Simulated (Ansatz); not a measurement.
Two structures of BSiNH$_{5}$F, closed shell, reached by relaxing down either side of one saddle point (PBE0-D4/def2-TZVP). Energies are electronic, without zero-point energy. Computed with Ansatz 0.2.0 (basis: def2-TZVPP and def2-QZVPP); correlated methods freeze the cores. Extrapolation: Hartree–Fock as exp(−7.88 √X), correlation as X^−2.97. First:

B1  (-0.651, -0.186, -0.384)
Si2  (0.463, 1.060, 0.769)
N3  (-0.182, -1.416, -0.835)
H4  (0.735, -1.763, -0.619)
F5  (-1.896, 0.175, -0.737)
H6  (1.804, 0.470, 1.045)
H7  (0.668, 2.372, 0.094)
H8  (-0.204, 1.320, 2.075)
H9  (-0.738, -2.032, -1.408)
(Å)

Second:

```
9
angstrom
B -1.5511 -0.7740 -1.0941
Si 0.2616 1.4390 0.8833
N -0.6013 -1.5751 -1.1099
H 0.7520 -0.1186 0.2818
F -2.5333 0.0595 -1.0736
H 1.4350 0.0954 0.6918
H 1.5432 2.1076 0.4330
H 0.7393 1.1396 2.2884
H -0.0452 -2.3733 -1.3009
```

Q: Which bonds change from the first to the second?

A: BSiNH₅F ([NH2][B]([F])[SiH3]) → BNHF ([NH][B][F]) + SiH₂ + H₂; bonds formed: Si2–H4, H4–H6; bonds broken: B1–Si2, Si2–H6, N3–H4.

Q: Give the saddle point's structure and its height above each. (Judge from chemistry; the value comes from the calculation.)

A: The calculation gives: 4.127 eV above the first and 0.076 eV above the second (CCSD(T) at an estimated basis limit (MP2 extrapolated from triple and quadruple zeta, plus CCSD(T) − MP2 in triple zeta)).
B1  (-1.382, -0.609, -0.932)
Si2  (0.168, 1.262, 0.747)
N3  (-0.465, -1.472, -0.992)
H4  (0.894, -0.269, 0.258)
F5  (-2.425, 0.153, -0.981)
H6  (1.502, 0.054, 0.696)
H7  (1.353, 2.110, 0.344)
H8  (0.536, 1.130, 2.207)
H9  (-0.182, -2.359, -1.346)
(Å)

The T1 diagnostic stays at or below 0.015.

Labels in which every atom is bracketed show which atoms are joined, not bond orders.

For scale, one of the runs: CCSD(T)/def2-TZVPP, 205 basis functions (an equivalent command: `ansatz run in.yaml --threads 4`). The run took 43 s on 4 CPU threads (shared host), with 2.7 GiB of host memory at its peak.
